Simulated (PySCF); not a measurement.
Two species compared at the same levels of theory.

First species: C5H14OSi2.
Structure used (GFN2-xTB), in Å, numbered top down from 1:
```
atom  x, y, z in Å
C1    -3.5010    1.3306    0.2596
C2    -2.7516    0.0111    0.3667
O3    -1.3748    0.2558    0.4008
Si4   -0.1468   -0.8098    0.3959
C5    -0.1370   -1.9113   -1.1597
C6     1.3408    0.3358    0.4578
C7     2.6031   -0.0755    0.3640
Si8    4.1267    1.0229    0.4358
H9    -3.2262    1.8394   -0.6606
H10   -3.2420    1.9703    1.0992
H11   -4.5730    1.1523    0.2634
H12   -3.0464   -0.5190    1.2811
H13   -2.9931   -0.6325   -0.4882
H14   -0.2168   -1.6921    1.5760
H15   -0.9406   -2.6436   -1.1426
H16    0.7963   -2.4576   -1.2511
H17   -0.2545   -1.3159   -2.0622
H18    1.1536    1.3944    0.5912
H19    2.7776   -1.1387    0.2333
H20    5.0300    0.5249    1.4784
H21    4.8277    0.9761   -0.8521
H22    3.7375    2.4017    0.7353
```

Second species: C₅H₁₄OSi₂.
SMILES: `CC/C(=C\[SiH3])[Si@@H](C)O`

Levels: PBE0/pcSseg-1 for dipole moment, HOMO energy, LUMO energy and HOMO–LUMO gap; GFN2-xTB for rotational constant A and rotational constant C. Geometries: GFN2-xTB. Each structure is a single optimised conformer of the isolated species, non-relativistic unless stated; the electronic structure was computed with PySCF and density fitting.

The conformers computed, where there is a choice (atom-mapped SMILES and torsion angles):
- `[CH3:1][CH2:2][O:3][Si@@H:4]([CH3:5])/[CH:6]=[CH:7]/[SiH3:8]`: C1–C2–O3–Si4 -175°, C2–O3–Si4–C5 60°, O3–Si4–C6–C7 -174°
- `[CH3:1][CH2:2]/[C:3](=[CH:4]\[SiH3:5])[Si@@H:6]([CH3:7])[OH:8]`: C1–C2–C3–C4 111°, C2–C3–Si6–C7 104°, H–O8–Si6–C3 -57°

```
             property   column X   column Y
        dipole moment     1.58 D     1.19 D
          HOMO energy   -7.71 eV   -7.55 eV
          LUMO energy   -0.67 eV   -0.78 eV
        HOMO–LUMO gap    7.04 eV    6.77 eV
rotational constant A  2.655 GHz  1.740 GHz
rotational constant C  0.448 GHz  0.669 GHz
```

Task: Which column belongs to which species?

Result: Column X is the first species and column Y the second. The first has 22 atoms and 80 electrons, the second 22 and 80.

Task: How does each property change from the first species to the second?

Result: dipole moment -0.39 D; HOMO energy +0.16 eV; LUMO energy -0.11 eV; HOMO–LUMO gap -0.27 eV; rotational constant A -0.915 GHz; rotational constant C +0.221 GHz.

On the first: The dipole matches unit charges of opposite sign 0.33 Å apart (1 e·Å = 4.8032 D).

On the second: In atomic units the dipole is 0.47 e·bohr (1 au = 2.5417 D).
